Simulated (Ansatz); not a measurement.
Job for Ansatz (a quantum-chemistry and plane-wave program): R-BLYP/def2-TZVPP on BH2IO2 (SMILES OB(O)I), a point of a torsion scan. Elements past Kr take the def2 small-core potentials; no spin–orbit coupling.

Ansatz 0.2 input:
```yaml
crystal:
  periodic: [false, false, false]
  atoms:
    - {symbol: O, position_ang: [0.24758118, 1.34785779, -0.15045714]}
    - {symbol: B, position_ang: [0.29880129, 0.02391121, -0.04568565]}
    - {symbol: O, position_ang: [0.78140451, -0.68491718, -1.05878031]}
    - {symbol: I, position_ang: [-0.57736756, -0.97836206, 1.67071467]}
    - {symbol: H, position_ang: [0.23102586, 1.90994719, 0.62135711]}
    - {symbol: H, position_ang: [0.72473944, -1.63924365, -1.06147423]}
basis:
  gaussian:
    orbitals: def2-TZVPP
hamiltonian:
  xc: {name: BLYP}
scf: {lower_state_search: off}
```

The head of its log:

```
WARN ansatz: RAYON_NUM_THREADS=1 ignored (pool sized by the plan → 1); use --threads N
Functional definition: BLYP
these checks for a lower state are left out or cut short: stability, starts, cluster_reference, orbital_swaps, neighbouring_geometries, increment
integrals: 0.07 GiB planned
956 factors; their error is unknown
mean field: 0.57 GiB planned
mean field evaluation 1: about -12894.8403 eV, gradient 8.8e1 eV
mean field evaluation 2: about -12826.8172 eV, gradient 2.0e2 eV
```

Q: Predict the final total energy.

A: -474.3341 hartree.
